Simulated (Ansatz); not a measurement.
System: H₅SiN₂O₂ (charge 0, doublet). SMILES: [NH][Si](N)(O)O
Geometry from a B3LYP-D3(BJ)/def2-TZVP (Ansatz, a quantum-chemistry and plane-wave program) optimisation:
```xyz
10

N     -0.8426     0.3861     1.4885
Si    -0.0151    -0.0103     0.0120
N      1.6054    -0.1575     0.4894
O     -0.3990    -1.3878    -0.7948
O     -0.3993     1.1896    -1.0538
H     -1.6816    -0.1501     1.7093
H      2.2540    -0.7818     0.0418
H      1.9556     0.2468     1.3403
H     -0.9683    -1.2813    -1.5615
H     -0.3014     2.0970    -0.7544
```
Charge 0, spin multiplicity 2.

Quantity: enthalpy of formation at 298 K, in kcal/mol. Conventions: frozen cores in correlated levels; no dispersion term unless named; six Cartesian d functions in 6-31G* and its kin unless marked 5d; LANL2DZ with its own core potentials from Na on; spin-orbit terms left out; non-relativistic; 6-311+G** with 5d, 6d on Na to Ar in Ansatz; UHF or UKS for open shells. CBS marks a two-point X^-3 extrapolation of the correlation energy; Hartree-Fock from the larger set. First-principles rows: single points at B3LYP-D3(BJ) geometries (Ansatz), with unscaled harmonic terms from B3LYP/6-31G* (Ansatz) at its own minima, enthalpies of formation by atomisation with measured atoms.

Coupled cluster (Ansatz) is a level with limits of its own, used here on species with T1 under 0.025 (0.045 for open shells) and stable references: CCSD(T)/CBS(cc-pV(T+d)Z,cc-pV(Q+d)Z).

Value to compare with, CCSD(T)/CBS(cc-pV(T+d)Z,cc-pV(Q+d)Z) (Ansatz): -146.3 kcal/mol.

```
level           program  enthalpy of formation at 298 K (kcal/mol)  difference
--------------  -------  -----------------------------------------  ----------
PBE/STO-3G       Ansatz                                     -139.8         6.5
PBE/3-21G        Ansatz                                      -80.6        65.7
PBE/LANL2DZ      Ansatz                                      -65.2        81.1
PBE/6-31G*       Ansatz                                     -126.4        19.9
PBE/def2-SVP     Ansatz                                     -139.6         6.7
PBE/6-311+G**    Ansatz                                     -137.5         8.8
PBE/def2-TZVPD   Ansatz                                     -155.6        -9.3
```

Among the 6 habitual levels, PBE/LANL2DZ lies farthest from CCSD(T)/CBS(cc-pV(T+d)Z,cc-pV(Q+d)Z) (Ansatz) (81.1 kcal/mol); 6 of 6 lie above it, and their mean absolute difference is 31.5 kcal/mol, the median 14.3. One case shows no general order.

The sets are all those run for this method; left out are runs that failed, that the program found above a lower state of the same kind, or whose <S^2> lies over 0.5 above the pure value.
